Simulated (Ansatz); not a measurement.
Program: Ansatz. Geometries: PBE0-D4/def2-TZVP. ΔE: electronic, gas phase. CCSD(T)/CBS is the MP2 limit (def2-TZVPP, def2-QZVPP) plus CCSD(T) − MP2 in def2-TZVPP, frozen cores. DFT in def2-TZVPP. B3LYP here is the variant with VWN-RPA as its local correlation; programs differ in this. def2 core potentials past Kr. For In, Se outer-core shells are correlated without core-valence functions, which leaves a few kJ/mol of doubt a bond. Scalar relativity is left out up to krypton. Each species was taken in one conformer, which may not be the lowest.

Consider the redistribution: `[F][InH][SH]` + `NC(O)=[Se]` → `[OH][InH][SH]` + `NC(F)=[Se]`.

**Question.** Is it downhill or uphill in electronic energy at CCSD(T)/CBS, and by how much? (Estimate.)

**Answer.** The calculation gave: Uphill: ΔE = +19.5 kcal/mol.

**Question.** What do these levels give: r2SCAN-D4, PBE0, B3LYP, MP2/def2-TZVPP, SCS-MP2/def2-TZVPP, CCSD(T)/def2-TZVPP? (Best estimate.)

**Answer.** Ansatz gave: r2SCAN-D4 20.0, PBE0 20.5, B3LYP 19.9, MP2/def2-TZVPP 18.9, SCS-MP2/def2-TZVPP 19.0, CCSD(T)/def2-TZVPP 19.1 kcal/mol.

Largest T1 diagnostic among the species: 0.016.

From PBE to PBE0 (25 % exact exchange), in def2-TZVPP and without D4, ΔE moves by +1.2 kcal/mol. In def2-TZVPP, CCSD(T) changes the Hartree–Fock value by −4.3 kcal/mol (the triples alone add −0.7 kcal/mol) and MP2 by −4.4 kcal/mol.
